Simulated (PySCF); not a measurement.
This PySCF input asks for the NMR shieldings of `InChI=1S/C6H15OP/c1-4-6(3)8(7)5-2/h6,8H,4-5H2,1-3H3/t6-/m1/s1`; the geometry comes from PBE0-D3(BJ)/def2-SVP.

```python
import basis_set_exchange as bse
import numpy as np
from pyscf import gto, dft
from pyscf.prop import nmr

atoms = """
C    -2.914401    0.862475    0.157088
C    -2.425427   -0.414684    0.822392
C    -1.021522   -0.343148    1.435112
C    -0.627887   -1.677510    2.061878
P     0.177438    0.138929    0.130204
O     0.014072   -0.625870   -1.150401
C     1.851422    0.053844    0.844289
C     2.896462    0.520164   -0.160182
H    -2.335693    1.084225   -0.753088
H    -2.842975    1.731373    0.831565
H    -3.966696    0.763321   -0.147475
H    -3.123144   -0.713710    1.623606
H    -2.426703   -1.231690    0.081877
H    -0.993516    0.456767    2.199241
H    -0.511589   -2.449800    1.285091
H    -1.411875   -2.017830    2.756256
H     0.312396   -1.616050    2.629395
H    -0.011084    1.554620    0.024128
H     1.871272    0.646971    1.774938
H     2.023958   -0.998675    1.121542
H     2.804261   -0.051813   -1.095162
H     2.772134    1.586305   -0.407338
H     3.914925    0.384455    0.232627
"""
names = dict.fromkeys(["C", "P", "O", "H"], "pcSseg-1")
basis = {el: gto.basis.parse(bse.get_basis(n, elements=[el], fmt="nwchem")) for el, n in names.items()}
mol = gto.M(atom=atoms, basis=basis, charge=0, verbose=0)
mf = dft.RKS(mol, xc="HYB_GGA_XC_WB97X_D")
mf.grids.level = 2
mf.grids.alignment = dft.numint.BLKSIZE   # the property module wants whole blocks of grid points
mf.conv_tol = 1e-9
mf.kernel()

calc = nmr.RKS(mf)   # GIAO
C = mf.mo_coeff
Co = C[:, mf.mo_occ > 0]
resp = mf.gen_response(singlet=True, hermi=2)
def vind(x):   # induced exchange potential for any number of trial vectors
    d = np.einsum("pi,xij,qj->xpq", C, 2 * x.reshape(-1, C.shape[1], Co.shape[1]), Co, optimize=True)
    return np.einsum("xpq,pi,qj->xij", resp(d - d.transpose(0, 2, 1)), C, Co, optimize=True).ravel()
mo1, _ = nmr.rhf.solve_mo1(calc, with_cphf=vind)
sigma = calc.kernel(mo1)
for i, s in enumerate(sigma):   # ppm
    w = np.linalg.eigvalsh((s + s.T) / 2)
    print("%2d %-2s iso %8.1f  s11 %8.1f  s22 %8.1f  s33 %8.1f" % (i, mol.atom_pure_symbol(i), w.mean(), *w))
```

Q: Give the expected output.

A: 
```
 0 C  iso    170.5  s11    160.1  s22    168.2  s33    183.1
 1 C  iso    157.0  s11    138.8  s22    156.6  s33    175.6
 2 C  iso    147.2  s11    136.9  s22    150.6  s33    154.2
 3 C  iso    169.0  s11    153.0  s22    168.1  s33    185.8
 4 P  iso    305.2  s11    212.3  s22    243.2  s33    459.9
 5 O  iso    275.5  s11    163.9  s22    301.1  s33    361.7
 6 C  iso    161.3  s11    147.8  s22    161.1  s33    174.9
 7 C  iso    176.1  s11    168.1  s22    174.8  s33    185.4
 8 H  iso     29.8  s11     24.5  s22     30.2  s33     34.7
 9 H  iso     30.6  s11     26.5  s22     28.7  s33     36.7
10 H  iso     30.2  s11     25.4  s22     27.1  s33     38.0
11 H  iso     30.1  s11     24.2  s22     30.1  s33     36.0
12 H  iso     29.5  s11     26.2  s22     28.9  s33     33.5
13 H  iso     30.7  s11     27.4  s22     29.9  s33     34.9
14 H  iso     30.0  s11     26.4  s22     28.5  s33     35.2
15 H  iso     30.5  s11     25.5  s22     28.6  s33     37.3
16 H  iso     30.4  s11     24.9  s22     29.7  s33     36.7
17 H  iso     24.6  s11     20.6  s22     24.2  s33     28.8
18 H  iso     30.7  s11     25.4  s22     30.8  s33     35.9
19 H  iso     29.8  s11     24.5  s22     30.8  s33     34.3
20 H  iso     29.7  s11     24.4  s22     29.2  s33     35.4
21 H  iso     30.4  s11     25.8  s22     28.4  s33     37.2
22 H  iso     30.1  s11     25.0  s22     27.4  s33     37.8
```

These numbers come from an equivalent density-fitted implementation of the same equations, which agrees with the script to about 0.01 ppm for H and up to a few tenths of a ppm for heavy atoms, so last digits may differ.

Q: Turn these shieldings into chemical shifts. References, each an isolated molecule treated in the same way: TMS for ¹³C (184.54 ppm), ¹H (31.38 ppm); ³¹P (307.18 ppm) vs H3PO4; H2O for ¹⁷O (333.19 ppm).

A: Averaging equivalent atoms: C 2: 37.3; C 1: 27.5; C 6: 23.3; C 3: 15.5; C 0: 14.0; C 7: 8.4; P 4: 2.0; O 5: 57.7; H 17: 6.82; H 12: 1.83; H 19: 1.54; H 20/21/22: 1.33; H 11: 1.26; H 8/9/10: 1.18; H 14/15/16: 1.07; H 18: 0.68; H 13: 0.67 ppm. Experimental scales use liquid or dissolved standards, which lie at an offset from isolated H2O (liquid H2O: subtract about 36 ppm) and H3PO4.

Size and cost of the density-fitted run: 218 basis functions, 44 s wall time on 1 thread of an Arm Neoverse V2, shared host; peak memory 1.2 GiB.
